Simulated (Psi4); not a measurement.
YCl3 (yttrium trichloride): the vertical energy of the triplet above the singlet from total energies

YCl3: 4 atoms, total charge 0, spin state singlet. SMILES: `[Cl][Y]([Cl])[Cl]`. The shape is that of a PBE0-D4/def2-TZVP optimisation.

Both states at this one shape; open shells run unrestricted unless said. 1 Eh = 27.2114 eV.

```
                          level  program  singlet YCl3 (Eh)  triplet YCl3 (Eh)
SVWN5/def2-SVP (core potential)     Psi4       -1414.197506       -1414.038003
 BLYP/def2-SVP (core potential)     Psi4       -1418.708918       -1418.554973
```

Q: Work out the vertical gap, second state less first, at each level.

A: 
1. SVWN5/def2-SVP (core potential): -1414.038003 − (-1414.197506) = 0.159503 Eh = 4.34 eV.
2. BLYP/def2-SVP (core potential): -1418.554973 − (-1418.708918) = 0.153945 Eh = 4.19 eV.

No measured value is set beside it here; the levels span 4.19 to 4.34 eV. Spin-orbit coupling, which splits open shells on such heavy atoms by tenths of an eV, is left out.
